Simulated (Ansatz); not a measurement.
Calculated with Ansatz (gas phase, PBE0-D4/def2-TZVP geometries, no zero-point term in ΔE). CCSD(T)/CBS is the MP2 limit (def2-TZVPP, def2-QZVPP) plus CCSD(T) − MP2 in def2-TZVPP, frozen cores. DFT in def2-TZVPP. For As, Ge outer-core shells are correlated without core-valence functions, which leaves a few kJ/mol of doubt a bond. Scalar relativity is left out up to krypton. Each species was taken in one conformer, which may not be the lowest.

Consider the ligand exchange at a B–C bond: `B[CH2][GeH2][F]` + arsine → `B[AsH2]` + `[CH3][GeH2][F]`.

`B[CH2][GeH2][F]`:

Z-matrix (Å, degrees):
```
C
Ge 1 1.964
B 1 1.533 2 108.5
H 1 1.093 2 102.9 3 -122.5
H 1 1.093 2 102.8 3 122.4
F 2 1.744 1 104.3 3 -179.9
H 2 1.535 1 113.4 3 -65.3
H 2 1.535 1 113.5 3 65.5
H 3 1.198 1 120.6 2 87.8
H 3 1.198 1 120.7 2 -88.3
```

`[AsH3]`:

Cartesian coordinates in Å:
```
As 0.621 0.100 -0.090
H 0.052 -1.139 0.586
H -0.277 1.021 0.723
H -0.396 0.017 -1.219
```

`B[AsH2]`:

Z-matrix (Å, degrees):
```
B
As 1 1.979
H 1 1.193 2 119.5
H 1 1.193 2 119.5 3 -170.9
H 2 1.512 1 100.6 3 -44.5
H 2 1.512 1 100.6 3 -144.6
```

`[CH3][GeH2][F]`:

```xyz
8

C    -0.904   -0.078   -0.518
Ge    0.821    0.028    0.357
F     0.525    0.670    1.955
H    -0.791   -0.472   -1.530
H    -1.353    0.914   -0.574
H    -1.566   -0.737    0.044
H     1.788    1.018   -0.313
H     1.479   -1.344    0.580
```

```
  level  ΔE (eV)
ωB97X-V    -0.04
 B2PLYP    -0.06
```

Q: What does CCSD(T)/CBS give? (Best estimate.)

A: Ansatz gave: -0.07 eV. The listed levels differ from it by 0.03, 0.01 eV.

Largest T1 diagnostic among the species: 0.014.
